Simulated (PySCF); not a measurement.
C3H5AlIN.
Bonds: C1–C2 (double), C2–I3, C2–C4, C4–N5 (triple), N5–Al6. Hydrogens: H7, H8 on C1; H9, H10, H11 on Al6.
Bond orders are those of one Lewis drawing.

Computed by this run: PBE0-D3(BJ)/def2-SVP geometry optimisation, gas phase, def2 core potentials past Kr (PySCF); density fitting, grid level 1; the optimiser is geomeTRIC in internal coordinates, started from a GFN2-xTB structure with every atom displaced at random (about 0.01 Å).

The end geometry, which sets the zero of energy:
```
atom  x, y, z in Å
C1     -2.6072   -0.4544   -0.0724
C2     -1.7055    0.5343   -0.1298
I3     -2.2110    2.5585   -0.3583
C4     -0.3110    0.2817   -0.0399
N5      0.8259    0.0882    0.0279
Al6     2.8181   -0.2869    0.1522
H7     -2.2805   -1.4914    0.0479
H8     -3.6774   -0.2496   -0.1435
H9      2.7447   -1.8250    0.6029
H10     3.2272    0.0218   -1.3675
H11     3.2149    0.7969    1.2650
```

Problem. These geometries come from the run, each turned onto the end geometry. Order them by energy, lowest first.
A.
```
atom  x, y, z in Å
C1     -2.3199   -0.5451    0.0081
C2     -1.6428    0.5970   -0.1574
I3     -2.5437    2.4638   -0.5602
C4     -0.2269    0.6554   -0.0801
N5      0.9320    0.7400   -0.0278
Al6     2.6227   -0.3585    0.1462
H7     -1.7859   -1.4735    0.2122
H8     -3.4065   -0.5551   -0.0631
H9      1.9319   -1.7795    0.3954
H10     3.1961   -0.0940   -1.3094
H11     3.2812    0.3236    1.4206
```
B.
```
atom  x, y, z in Å
C1     -2.5508   -0.4716   -0.0074
C2     -1.7264    0.5721   -0.1642
I3     -2.3913    2.5154   -0.5453
C4     -0.3168    0.4116   -0.0763
N5      0.8268    0.2750   -0.0001
Al6     2.8242   -0.3105    0.1540
H7     -2.1447   -1.4683    0.1908
H8     -3.6353   -0.3602   -0.0719
H9      2.4540   -1.8505    0.4160
H10     3.3805    0.0758   -1.2969
H11     3.3179    0.5854    1.3858
```
C.
```
atom  x, y, z in Å
C1     -2.5973   -0.4570   -0.0429
C2     -1.7109    0.5420   -0.1449
I3     -2.2348    2.5554   -0.4484
C4     -0.3130    0.3045   -0.0521
N5      0.8237    0.1029    0.0211
Al6     2.8291   -0.2925    0.1545
H7     -2.2469   -1.4794    0.1145
H8     -3.6702   -0.2710   -0.1146
H9      2.6899   -1.8460    0.5178
H10     3.2601    0.0795   -1.3366
H11     3.2087    0.7355    1.3159
```
D.
```
atom  x, y, z in Å
C1     -2.2232   -0.5693    0.0177
C2     -1.5724    0.5861   -0.1551
I3     -2.5069    2.4526   -0.5690
C4     -0.1448    0.6841   -0.0828
N5      0.9635    0.8087   -0.0355
Al6     2.5176   -0.3740    0.1420
H7     -1.7077   -1.4648    0.2180
H8     -3.3020   -0.5755   -0.0554
H9      1.8260   -1.7755    0.3900
H10     3.0380   -0.0903   -1.2963
H11     3.1501    0.2918    1.4109
```
E.
```
atom  x, y, z in Å
C1     -2.5097   -0.4832   -0.0037
C2     -1.7253    0.5906   -0.1656
I3     -2.4826    2.5011   -0.5486
C4     -0.3100    0.4832   -0.0821
N5      0.8371    0.3968   -0.0101
Al6     2.7999   -0.3287    0.1490
H7     -2.0426   -1.4549    0.1953
H8     -3.6007   -0.4309   -0.0621
H9      2.2971   -1.8366    0.4136
H10     3.4072    0.0269   -1.2979
H11     3.3677    0.5098    1.3966
```

Solution. C (0.004 eV), B (0.024 eV), E (0.047 eV), A (0.167 eV), D (0.508 eV).

In the order of the answer:

| step | E above end (eV) | largest force (eV/Å) | rms force component (eV/Å) | rms distance from end (Å) | rms bond change (Å) | bond most changed (Å) |
| --- | --- | --- | --- | --- | --- | --- |
| 6 | 0.004 | 0.20 | 0.067 | 0.061 | 0.007 | N5–Al6 +0.017 |
| 5 | 0.024 | 0.40 | 0.096 | 0.194 | 0.018 | N5–Al6 +0.056 |
| 4 | 0.047 | 0.69 | 0.164 | 0.269 | 0.022 | N5–Al6 +0.068 |
| 1 | 0.167 | 1.18 | 0.261 | 0.459 | 0.009 | Al6–H10 -0.017 |
| 0 | 0.508 | 6.71 | 1.539 | 0.522 | 0.037 | N5–Al6 -0.070 |

The cost below is that of the whole optimisation. The run took 2.1 min on Intel Xeon Platinum 8124M at 3.00 GHz, one thread, shared host, and the process peaked at 0.53 GiB of memory.
